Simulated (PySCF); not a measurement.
A structure optimised at B3LYP-D3(BJ)/def2-SVP, used in a PySCF frequency run:

```
In
Cl 1 2.3569
S 1 2.4118 2 116.84
H 3 1.3550 1 92.97 2 180.00
S 1 2.4118 2 116.84 3 180.00
H 5 1.3550 1 92.97 2 180.00
```
Charge 0, spin multiplicity 1.

**Question.** Write its SMILES, formula and point group.

**Answer.** [SH][In]([SH])[Cl], ClH2InS2, C2v

**Question.** What are its rotational constants (standard atomic weights)?

**Answer.** 1.7825, 1.6729, 0.86299 GHz
